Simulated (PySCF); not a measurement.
Run record: excited-state job, `Brc1cnccp1`.

Method: TDDFT B3LYP/def2-SVPD, vertical, gas phase, core orbitals frozen in the response (PySCF 2.14.0, density-fitted response routines). Geometry: GFN2-xTB. The input is one job of a driver script: a line of settings, then coordinates in Å.

Command:
```bash
OMP_NUM_THREADS=1 python probes_run.py task.json out
```

Input:
```
{"job": {"kind": "uv", "xc": "B3LYP", "basis": "def2-SVPD", "nstates": 8, "ntriplets": 3}, "charge": 0, "multiplicity": 1}
Br     2.956131     1.458806     0.074232
C      1.204626     0.685053     0.030441
C      1.098076    -0.693757    -0.005732
N     -0.030298    -1.371253    -0.038519
C     -1.197524    -0.750948    -0.037656
C     -1.406240     0.613467    -0.004658
P     -0.138906     1.798428     0.040883
H      1.998415    -1.298438    -0.008319
H     -2.051668    -1.418682    -0.066098
H     -2.423729     0.981977    -0.007100
```

Problem. Give the output.

Solution. 
```
coarse grid: 47000 points
cycle   1  E = -3123.9225255735  dE =  4.631e-02  |g| = 3.484e-01  |ddm| = 6.914e+00
cycle   2  E = -3123.8564785973  dE =  6.605e-02  |g| = 5.890e-01  |ddm| = 2.782e+00
cycle   3  E = -3123.9485273126  dE = -9.205e-02  |g| = 1.151e-01  |ddm| = 1.947e+00
cycle   4  E = -3123.9517807955  dE = -3.253e-03  |g| = 4.677e-02  |ddm| = 2.718e-01
cycle   5  E = -3123.9523156718  dE = -5.349e-04  |g| = 1.339e-02  |ddm| = 9.179e-02
cycle   6  E = -3123.9523538047  dE = -3.813e-05  |g| = 6.668e-03  |ddm| = 3.171e-02
cycle   7  E = -3123.9523661346  dE = -1.233e-05  |g| = 1.265e-03  |ddm| = 1.245e-02
cycle   8  E = -3123.9523665705  dE = -4.359e-07  |g| = 5.315e-04  |ddm| = 3.215e-03
final grid: 96944 points
cycle   9  E = -3123.9523293350  dE =  1.714e-07  |g| = 1.005e-03  |ddm| = 7.783e-03
cycle  10  E = -3123.9523284365  dE =  8.985e-07  |g| = 2.017e-03  |ddm| = 5.030e-03
cycle  11  E = -3123.9523296098  dE = -1.173e-06  |g| = 2.180e-04  |ddm| = 3.367e-03
cycle  12  E = -3123.9523296222  dE = -1.240e-08  |g| = 2.250e-05  |ddm| = 3.779e-04
cycle  13  E = -3123.9523296224  dE = -1.355e-10  |g| = 5.001e-06  |ddm| = 4.576e-05
converged SCF energy = -3123.9523296224

Static polarisability (au): isotropic 98.634, principal 60.373 100.482 135.047

Singlet excitations
state   eV       nm        f      main configurations
  1   3.7923    326.9   0.00613   H-1->L 0.99
  2   4.1723    297.2   0.04870   H->L 0.88
  3   4.5942    269.9   0.00002   H-1->L+1 0.99
  4   4.8203    257.2   0.00013   H-3->L 0.98
  5   4.9890    248.5   0.03602   H->L+1 0.50, H-2->L 0.38
  6   5.1933    238.7   0.00957   H-4->L 0.98
  7   5.4079    229.3   0.00082   H->L+2 0.98
  8   5.6000    221.4   0.18234   H-2->L 0.41, H->L+1 0.34, H-1->L+2 0.18

Triplet excitations (Tamm-Dancoff, eV): 3.1611 3.2363 3.7905
```

The SCF starts on a coarse grid where the log names one; the energy can jump when the final grid takes over, and dE then counts from the start density on the new grid. H and L stand for HOMO and LUMO; the number after each pair is its weight.

Problem. Which computed singlet has the largest oscillator strength, and what do all of them sum to?

Solution. State 8 at 5.60 eV (221 nm), f = 0.182; the 8 states sum to 0.284.

Problem. Give the mean polarisability as a volume in Å³, and the ratio of the largest to the smallest principal value.

Solution. 98.634 au × 0.148185 = 14.62 Å³; 135.047/60.373 = 2.24.

Summary of the converged run: HOMO -7.36 eV, LUMO -2.60 eV; lowest singlet 3.79 eV; lowest triplet 3.16 eV (Tamm–Dancoff); mean polarisability 98.6 au.

 Relativistic effects, spin–orbit coupling among them, are left out although an element past zinc is present.

On an Arm Neoverse V1 with one thread, shared host, this took 36 s of wall time (grids of density and orbitals included) and 0.75 GiB of memory at its peak.
Labels such as C1 count atoms from 1, the log's own numbers from 0.
